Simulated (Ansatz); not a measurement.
Ansatz results at the PBE0-D4/def2-TZVP geometry: size of the dipole moment (PBE/def2-TZVPP) 3.02 D; size of the dipole moment (B3LYP/def2-TZVPP) 3.22 D; ideal-gas entropy at 298 K and 1 bar (rigid rotor, harmonic PBE0-D4/def2-TZVP) 331 J/(mol·K).

Question: Which molecule gave them?
A. `[CH3][Ge]([F])[F]`•
B. `[SiH3][O][GaH]`•
C. `C#C[Si](F)F`•
D. `CN([SiH]Cl)[SiH](F)Cl`•

Answer: A. The others give `[SiH3][O][GaH]`•: 1.25, 1.40, 336; `C#C[Si](F)F`•: 2.07, 2.22, 324; `CN([SiH]Cl)[SiH](F)Cl`•: 1.64, 1.66, 447.

B3LYP here is the variant with VWN-RPA as its local correlation; programs differ in this.
